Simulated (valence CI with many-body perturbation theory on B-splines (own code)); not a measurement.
## Hf⁴¹⁺: calculated level list

Method: valence CI with perturbative core correlation (CI+MBPT): three valence electrons over a frozen Dirac-Fock core [Ar] 3d10, a basis of 11 s, 11 p, 10 d, 8 f, 5 g, 2 h functions for each j, with the one-electron correlation potential Σ1 (screened to all orders), the two-electron term Σ2, the three-electron term Σ3, Breit, model QED; selected single and double excitations, second order for the rest, scaled by the run's own slope (own B-spline code, finite nucleus).

The last digits are not significant, and no measured levels were compared; by estimate large intervals hold to a few tenths of a per cent, small ones and those within an open d or f shell to about a per cent.

Levels 1 to 45 of 194, with energies above the lowest level, (4s^2 4p1/2) J=1/2. "Leading %" is the weight of the configuration and term that name the level; weights of strongly mixed levels are sums over their largest components and can fall short. In the jj column 3d3/2^4 stands for four electrons in 3d with j = 3/2. Lifetimes count E1, E2, E3, M1 and M2 decay at the calculated energies, and are blank where another channel may lead or the interval is too uncertain; long ones can be off by a factor of two.

```tsv
No.	Configuration	Term	J	E (eV)	Leading %	Leading jj	Lifetime	Second component
1	4s²4p	²P°	1/2	0.00	99	4s^2 4p1/2 (99 %)		
2	4s²4p	²P°	3/2	84.79	99	4s^2 4p3/2 (99 %)	339 ns	
3	4s4p²	⁴P	1/2	91.68	59	4s 4p1/2^2 (97 %)	38.4 ps	28 % 4s4p² ²S
4	4s4p²	⁴P	3/2	164.04	91	4s 4p1/2 4p3/2 (99 %)	243 ps	6 % 4s4p² ²D
5	4s4p²	²D	5/2	172.02	57	4s 4p1/2 4p3/2 (98 %)	80.7 ps	42 % 4s4p² ⁴P
6	4s4p²	²D	3/2	183.42	64	4s 4p1/2 4p3/2 (94 %)	3.29 ps	29 % 4s4p² ²P
7	4s4p²	²P	1/2	186.02	71	4s 4p1/2 4p3/2 (96 %)	1.68 ps	26 % 4s4p² ⁴P
8	4s²4d	²D	3/2	238.11	92	4s^2 4d3/2 (92 %)	991 fs	6 % 4s4p² ²P
9	4s²4d	²D	5/2	246.99	43	4s 4p3/2^2 (57 %)	55.8 ps	38 % 4s4p² ⁴P
10	4s²4d	²D	5/2	263.06	55	4s^2 4d5/2 (55 %)	1.95 ps	24 % 4s4p² ²D
11	4s4p²	²S	1/2	270.81	69	4s 4p3/2^2 (98 %)	2.46 ps	16 % 4s4p² ²P
12	4s4p²	²P	3/2	274.52	62	4s 4p3/2^2 (95 %)	1.15 ps	28 % 4s4p² ²D
13	4p³	²P°	3/2	275.65	45	4p1/2^2 4p3/2 (94 %)	3.48 ps	27 % 4p³ ²D°
14	4s4p4d	⁴F°	3/2	310.50	80	4s 4p1/2 4d3/2 (98 %)	20.7 ps	15 % 4s4p4d ²D°
15	4s4p4d	⁴F°	5/2	316.93	50	4s 4p1/2 4d3/2 (93 %)	34.7 ps	22 % 4s4p4d ²F°
16	4s4p4d	⁴D°	1/2	329.64	62	4s 4p1/2 4d3/2 (97 %)	919 fs	30 % 4s4p4d ²P°
17	4s4p4d	⁴D°	3/2	330.40	39	4s 4p1/2 4d3/2 (88 %)	933 fs	23 % 4s4p4d ⁴P°
18	4s4p4d	⁴P°	5/2	335.84	35	4s 4p1/2 4d5/2 (95 %)	3.57 ps	27 % 4s4p4d ⁴D°
19	4s4p4d	⁴F°	7/2	340.73	50	4s 4p1/2 4d5/2 (95 %)	4.76 ps	26 % 4s4p4d ²F°
20	4s4p4d	²D°	3/2	343.55	29	4s 4p1/2 4d5/2 (59 %)	3.03 ps	26 % 4p³ ⁴S°
21	4s4p4d	²F°	5/2	344.74	29	4s 4p1/2 4d5/2 (80 %)	4.03 ps	18 % 4s4p4d ²D°
22	4p³	²D°	5/2	362.32	70	4p1/2 4p3/2^2 (70 %)	1.72 ps	28 % 4s4p4d ²F°
23	4p³	²D°	3/2	364.13	35	4p1/2 4p3/2^2 (61 %)	1.04 ps	27 % 4p³ ⁴S°
24	4p³	²P°	1/2	365.96	94	4p1/2 4p3/2^2 (94 %)	1.79 ps	5 % 4s4p4d ²P°
25	4s4p4d	⁴D°	5/2	403.00	46	4s 4p3/2 4d3/2 (91 %)	1.16 ps	21 % 4s4p4d ⁴F°
26	4s4p4d	⁴D°	3/2	403.42	42	4s 4p3/2 4d3/2 (98 %)	1.21 ps	39 % 4s4p4d ⁴P°
27	4s4p4d	⁴P°	1/2	403.47	87	4s 4p3/2 4d3/2 (98 %)	1.32 ps	12 % 4s4p4d ⁴D°
28	4s4p4d	⁴F°	7/2	404.93	40	4s 4p3/2 4d3/2 (76 %)	1.44 ps	27 % 4s4p4d ⁴D°
29	4s²4f	²F°	5/2	408.78	61	4s^2 4f5/2 (61 %)	2.58 ps	21 % 4s4p4d ²F°
30	4s4p4d	⁴F°	9/2	411.09	100	4s 4p3/2 4d5/2 (100 %)	393 ns	
31	4s4p4d	²D°	3/2	416.13	64	4s 4p3/2 4d3/2 (66 %)	1.00 ps	24 % 4s4p4d ⁴P°
32	4s²4f	²F°	7/2	417.29	66	4s^2 4f7/2 (66 %)	5.21 ps	24 % 4s4p4d ⁴D°
33	4p²4d	²D	3/2	418.72	38	4p1/2^2 4d3/2 (98 %)	7.54 ps	37 % 4p²4d ⁴F
34	4s4p4d	²D°	5/2	422.26	46	4s 4p3/2 4d5/2 (98 %)	2.65 ps	38 % 4s4p4d ⁴P°
35	4s4p4d	²P°	3/2	424.23	34	4s 4p3/2 4d5/2 (50 %)	2.05 ps	23 % 4s4p4d ²D°
36	4s4p4d	²P°	1/2	425.25	74	4s 4p3/2 4d3/2 (91 %)	709 fs	20 % 4s4p4d ⁴D°
37	4s4p4d	²F°	7/2	429.29	85	4s 4p3/2 4d5/2 (84 %)	2.32 ps	10 % 4s4p4d ⁴D°
38	4s4p4d	²F°	5/2	432.28	36	4s 4p3/2 4d3/2 (61 %)	650 fs	29 % 4s²4f ²F°
39	4s4p4d	²P°	1/2	440.33	88	4s 4p3/2 4d5/2 (91 %)	1.82 ps	5 % 4s4p4d ⁴D°
40	4s4p4d	²F°	7/2	441.66	55	4s 4p3/2 4d5/2 (69 %)	1.00e+03 fs	24 % 4s²4f ²F°
41	4p²4d	²D	5/2	441.85	29	4p1/2^2 4d5/2 (94 %)	3.62 ps	22 % 4p²4d ⁴D
42	4s4p4d	²P°	3/2	443.91	79	4s 4p3/2 4d5/2 (97 %)	1.16 ps	7 % 4s4p4d ⁴D°
43	4s4p4d	²D°	5/2	448.08	53	4s 4p3/2 4d5/2 (87 %)	886 fs	34 % 4s4p4d ²F°
44	4p³	²P°	3/2	459.06	38	4p3/2^3 (72 %)	699 fs	24 % 4p³ ²D°
45	4p²4d	⁴F	5/2	490.48	30	4p1/2 4p3/2 4d3/2 (62 %)	9.06 ps	29 % 4p²4d ²F
```

The ionisation energy to 4s² ¹S0 of the next ion comes out as 2022.9 eV (NIST: 2022 ± 4 eV (theoretical)). All 194 levels together are meant to be complete up to 765.24 eV.
